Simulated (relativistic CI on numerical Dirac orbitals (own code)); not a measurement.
Method of calculation: Dirac-Coulomb-Breit CI, separate exchange-only KLI orbitals for each configuration, QED by a radiative potential, unscaled Slater integrals (own radial code, finite nucleus).

The strongest absorption lines from the ground level of an ion, among the configurations computed and to levels below about 264 eV (vacuum wavelength in nm, gf): 6.0627 (0.57), 6.1996 (0.68), 7.0122 (1), 7.0507 (0.14), 7.5518 (0.15), 7.6527 (0.22), 7.7168 (0.26), 7.8182 (0.2).

(1) Which ion is it?
A. Pd²⁵⁺
B. Ru²¹⁺
C. Ru²³⁺
D. Cd²⁷⁺

Answers

(1) C. Ru²³⁺ has 21 electrons and the ground level 3s2.3p6.3d3 4F_3/2; the strongest line goes to 3s2.3p5.3d4 4F°_3/2. The pattern of lines fixes the number of electrons, and along that sequence the line energies rise steadily with the charge (about as its square where n changes within one kind of shell, about linearly where n is kept but much faster in heavy ions where fine structure, which grows about as Z⁴, sets the gap, and irregularly where shells cross), which fixes Z. Configurations outside the model, such as inner-shell arrays, can give stronger lines. At this charge energies of transitions that change n are usually good to better than 1 %, and those within a shell (Δn = 0) to a few per cent. Terms inside the open d or f shell come out 10 to 20 % too wide with unscaled integrals.

LS names give the leading component of a level, which can be under half, so a name can repeat, a term be missing and a line seem to break the LS rules.
